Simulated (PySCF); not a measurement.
Level of theory: PBE-D3(BJ)/def2-TZVP // r2SCAN-D4/def2-TZVP in PySCF. All species are isolated molecules in the gas phase. One relaxed conformer stands for a flexible species; it need not be the lowest. Excitations are Tamm–Dancoff values on a coarser integration grid. The basis has no diffuse functions, so Rydberg states are missing or too high.

Reference species (SMILES): `O/C=C\S` (H–O–C–C torsion 0°, C–C–S–H torsion -99°) (neutral, multiplicity 1).

| Property | Result |
|---|---|
| S1–T1 gap (TDA) | 1.13 eV |
| S1 excitation (TDA) | 5.20 eV |
| T1 excitation (TDA) | 4.07 eV |
| LUMO | -1.08 eV |

Changed species: `C(=C\S)/O` (H–O–C–C torsion -180°, C–C–S–H torsion 0°).

**Question.** Give the shifts of the S1–T1 gap (TDA), S1 excitation (TDA), T1 excitation (TDA) and LUMO.

**Answer.** the S1–T1 gap (TDA) falls by 0.44 eV, to 0.69 eV; the S1 excitation (TDA) drops by 0.90 eV, to 4.30 eV; the T1 excitation (TDA) falls by 0.46 eV, to 3.61 eV; the LUMO goes up by 0.59 eV, to -0.49 eV.
